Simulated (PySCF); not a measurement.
# Unknown compound

The spectra below were simulated for a compound CH$_{13}$PSi$_{4}$.

$^{1}$H NMR (400 MHz, computed): δ 4.32 (m, 2H), 3.56 (s, 6H), 0.97 (m, 2H), 0.36 (s, 3H).

$^{13}$C{$^{1}$H} NMR (computed): δ -4.5 (CH3).

All values are calculated (PySCF 2.14.0 with density-fitted response routines): GIAO PBE0/pcSseg-1 shieldings, coordinates at the GFN2-xTB level. No solvent, non-relativistic, fast rotation and ring inversion assumed for equivalent nuclei, single conformer.

References, each an isolated molecule treated in the same way: $^{1}$H and $^{13}$C vs TMS.

Q: Propose a structure and justify it.

A: 
- Carbon types of the structure: 1 × CH3, leaving 10 H on heteroatoms.
- δC -4.5: methyl carbon bonded to Si; an electropositive neighbour leaves it electron-rich and shielded.
- δH 4.32: hydrogen on a silicon bonded to P, Si.
- δH 3.56: hydrogen on a silicon bonded to Si.
- δH 0.97: hydrogen on a phosphorus bonded to Si.
- δH 0.36: hydrogen on a methyl carbon bonded to Si; an electropositive neighbour shields it, as in TMS itself.

The compound is SMILES [SiH3][Si](C)([SiH3])[SiH2]P.

This is the structure that produced the data.

Splittings by $^{31}$P in the carbon and heteronuclear signals aren't shown, as no couplings were computed. Shifts are as computed. Against solution values, carbons near 30 ppm lie about +3 ppm off and those near 130 ppm about +5 ppm. Of 1309 compounds with measured shifts, 239 miss one by over three times the rms of a fit or turn the order of signals round; such compounds aren't used in these exercises. No couplings were computed; multiplicities are counted from neighbouring protons, with m where these are inequivalent, close in shift, in a saturated or five-membered ring or joined by F or P, and br s for small geminal =CH2 splittings.
